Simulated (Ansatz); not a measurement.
`FB(S)[SiH2][SiH3]` + NH₃ → `N[SiH2][SiH3]` + `FBS`  (cleavage of the Si–B bond)

Calculated with Ansatz (gas phase, PBE0-D4/def2-TZVP geometries, no zero-point term in ΔE). CBS: MP2 limit from def2 TZ/QZ plus the TZ coupled-cluster correction, frozen cores. This one scheme is used for every species. DFT in def2-TZVPP. B3LYP here is the variant with VWN-RPA as its local correlation; programs differ in this. HSE06 is defined as in plane-wave codes. One conformer a species, not always the lowest.

`FB(S)[SiH2][SiH3]`:

```xyz
11

F    -1.371   -1.240   -1.554
B    -0.974   -1.215   -0.285
S    -0.720   -2.759    0.597
Si   -0.598    0.550    0.636
Si    1.386    1.453   -0.222
H    -1.023   -3.582   -0.425
H    -1.714    1.505    0.387
H    -0.454    0.350    2.104
H     2.517    0.521    0.034
H     1.259    1.654   -1.690
H     1.692    2.762    0.417
```

NH₃:

Z-matrix (Å, degrees):
```
N
H 1 1.013
H 1 1.013 2 107.1
H 1 1.013 2 107.1 3 -114.5
```

`N[SiH2][SiH3]`:

```xyz
10

N    -0.912   -0.033    1.540
Si    0.465   -0.456    0.592
Si    0.144    0.333   -1.588
H    -1.243    0.918    1.538
H    -1.038   -0.451    2.448
H     0.575   -1.940    0.604
H     1.777    0.069    1.087
H    -0.149    1.795   -1.565
H    -0.994   -0.357   -2.254
H     1.374    0.121   -2.400
```

`FBS`:

```xyz
5

F    -1.602   -0.421    0.672
B    -0.533   -0.091   -0.033
S     1.036    0.031    0.828
H    -0.641    0.113   -1.204
H     1.739    0.368   -0.264
```

```csv
level,ΔE (kJ/mol),difference from CCSD(T)/CBS
LDA (SPW92),-38.6,11.3
PBE-D4,-33.6,16.3
revPBE-D4,-34.3,15.6
BLYP-D4,-44.9,5.0
B97M-V,-45.1,4.8
PBE0-D4,-40.4,9.5
B3LYP-D4,-49.9,0.0
r2SCANh-D4,-46.7,3.2
r2SCAN0-D4,-49.2,0.7
HSE06-D4,-40.3,9.6
BHLYP-D4,-57.7,-7.8
CAM-B3LYP-D4,-56.5,-6.6
ωB97M-V,-53.7,-3.8
B2PLYP,-55.5,-5.6
PBE-QIDH,-50.4,-0.5
PBE,-36.5,13.4
revPBE,-36.0,13.9
BLYP,-49.8,0.1
r2SCAN,-46.1,3.8
PBE0,-43.4,6.5
B3LYP,-54.6,-4.7
r2SCANh,-47.9,2.0
r2SCAN0,-50.5,-0.6
HSE06,-43.2,6.7
BHLYP,-63.2,-13.3
CAM-B3LYP,-59.9,-10.0
LC-ωPBE,-51.3,-1.4
HF/def2-SVP,-66.0,-16.1
MP2/def2-SVP,-48.7,1.2
CCSD/def2-SVP,-46.0,3.9
HF/def2-TZVPP,-73.9,-24.0
MP2/def2-TZVPP,-55.2,-5.3
SCS-MP2/def2-TZVPP,-58.8,-8.9
CCSD/def2-TZVPP,-53.7,-3.8
HF/def2-QZVPP,-75.3,-25.4
MP2/def2-QZVPP,-55.9,-6.0
SCS-MP2/def2-QZVPP,-59.6,-9.7
HF/CBS(def2),-75.5,-25.6
MP2/CBS(def2),-55.6,-5.7
CCSD/CBS(def2),-54.1,-4.2
CCSD(T)/CBS,-49.9,0
```

Largest T1 diagnostic among the species: 0.015.

From BLYP to BHLYP (50 % exact exchange), in def2-TZVPP and without D4, ΔE moves by −13.4 kJ/mol. At CCSD(T), def2-SVP lies +7.2 kJ/mol from the extrapolated value and def2-TZVPP +0.4 kJ/mol.
